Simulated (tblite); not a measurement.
Compound: C3H12Si3.
Geometry (GFN2-xTB, Å), atoms numbered from 1 in this order:
```xyz
18
C3H12Si3 angstrom
C      2.6498    1.0014    0.1617
C      1.9931    0.2255   -0.6840
C      1.0172   -0.8180   -0.2897
Si    -0.7885   -0.1753   -0.5100
Si    -2.2215   -1.9455   -0.0438
Si    -1.0268    1.7685    0.7406
H      3.3280    1.7680   -0.1720
H      2.5406    0.8924    1.2290
H      2.1217    0.3611   -1.7506
H      1.1695   -1.0986    0.7535
H      1.1598   -1.7120   -0.8980
H     -0.8856    0.1535   -1.9522
H     -1.9945   -3.1558   -0.8400
H     -3.6164   -1.5614   -0.2696
H     -2.1276   -2.3691    1.3568
H     -0.7898    1.5245    2.1674
H     -0.1400    2.8685    0.3551
H     -2.3976    2.2785    0.6343
```

Computed values, GFN2-xTB/tblite, gas phase, harmonic and unscaled. The method is semi-empirical: single wavenumbers can be off by several per cent or more. Modes of hydrogen on silicon can be 10 to 20 % off. One conformer, not necessarily the lowest.

Harmonic wavenumbers (cm⁻¹): 26.9, 39.6, 48.7, 73.1, 91.8, 109.9, 147.0, 229.0, 376.9, 397.7, 404.1, 418.5, 436.1, 450.7, 500.5, 585.7, 595.5, 636.4, 731.7, 766.9, 787.5, 803.6, 810.3, 818.2, 820.8, 831.3, 875.0, 956.1, 1018.6, 1054.2, 1180.5, 1207.0, 1299.9, 1415.5, 1473.0, 1703.9, 2073.6, 2216.3, 2220.7, 2225.9, 2228.6, 2240.3, 2243.5, 2967.9, 2977.4, 3047.7, 3093.4, 3121.9.

A = 2181, B = 1084, C = 784.3 MHz; mass 132.025 u (most abundant isotopes); point group C1, symmetry number 1.

Problem. What is the zero-point energy?

Solution. ½Σν̃ = 27390 cm⁻¹ = 78.31 kcal/mol.

Problem. Entropy at 298.15 K, 1 bar (ideal gas, RRHO, classical rotation)?

Solution. Translation 40.57, rotation 29.54, vibration 41.51: S = 111.6 cal/(mol K).

Problem. And Cp and H(298.15 K) − H(0)?

Solution. Cp = 44.13 cal/(mol K), of which vibrations give 36.19 (their classical limit is 48 R = 95.4); H(298.15 K) − H(0) = 8.23 kcal/mol without the zero-point energy, 5.86 from vibrations.

Problem. What must be added to the electronic energy to get the Gibbs energy at 298.15 K and 1 bar?

Solution. ZPE + [H(298.15 K) − H(0)] − T·S = 78.31 + 8.23 − 33.28 = 53.26 kcal/mol.

Problem. Which modes carry the vibrational entropy at 298.15 K?

Solution. 26.9 cm⁻¹: 6.05; 39.6 cm⁻¹: 5.28; 48.7 cm⁻¹: 4.87; 73.1 cm⁻¹: 4.07; 91.8 cm⁻¹: 3.62; 109.9 cm⁻¹: 3.27 cal/(mol K); the other 42 give 14.35 together.

Hindered rotation and anharmonicity are outside this model. Other conformers, if any are populated, would add a mixing term that is left out. The structure is chiral; the term R ln 2 for an equal mix with its mirror image is left out.
